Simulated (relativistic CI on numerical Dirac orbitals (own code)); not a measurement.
**Hf XXXI: sensitivity of the levels to the model**

Base calculation: Dirac-Coulomb-Breit CI, KLI orbitals optimised for each configuration, model QED (radiative potential, 1s self-energy scaled to tabulated hydrogen-like ionisation energies), unscaled Slater integrals.

Configurations in the expansion (outside the closed core [Ar] 3d10): 4s2 4p6 4d6, 4s2 4p5 4d7, 4s2 4p6 4d5 4f, 4s2 4p4 4d8, 4s 4p6 4d7, 4p6 4d8, 4s 4p6 4d6 4f, 4s2 4p6 4d5 5s, 4s 4p5 4d8, 4s2 4p6 4d5 5d, 4s2 4p6 4d4 5s2, 4s2 4p4 4d7 5s, 4s2 4p6 4d5 6s, 4s 4p6 4d6 5s, 4p6 4d7 5s, 4s 4p6 4d5 5s2. Levels of other configurations are missing.

The lowest level and the first level of each name with at least 55 % of one term (blank where a level has no safe partner in the second run):

```csv
Level,Base (cm⁻¹),Shift (cm⁻¹)
4s2 4p6 4d6 5D_4,0,0
4s2 4p6 4d6 5D_3,95190,-308
4s2 4p6 4d6 5D_1,107427,-306
4s2 4p6 4d6 3G_5,134114,-287
4s2 4p6 4d6 3H_6,137025,-292
4s2 4p6 4d6 5D_0,222768,-573
4s2 4p6 4d6 3H_5,251174,-597
4s2 4p6 4d6 1I_6,266437,-596
4s2 4p6 4d6 3F_4,330130,-612
4s2 4p6 4d6 1D_2,386703,-565
4s2 4p6 4d6 1S_0,423949,-691
4s2 4p5 4d7 5G°_6,1307796,+1018
4s2 4p5 4d7 5G°_5,1423434,+708
4s2 4p5 4d7 3H°_6,1447452,+707
```

At this charge energies of transitions that change n are usually good to better than 1 %, and those within a shell (Δn = 0) to a few per cent. Terms inside the open d or f shell come out 10 to 20 % too wide with unscaled integrals.

Question: One thing was changed in a second run, which moved the levels as shown. Which?
A. configuration mixing switched off
B. P86 correlation estimate
C. QED terms removed
D. Breit term removed

Answer: C. QED terms removed. QED shifts follow the density of s (and p1/2) electrons at the nucleus, so configurations move by their count of such electrons; where none moves, the smaller shifts of p3/2 electrons and of j = l + 1/2 against j = l − 1/2 set the pattern.

LS names give the leading component of a level, which can be under half, so a name can repeat, a term be missing and a line seem to break the LS rules.
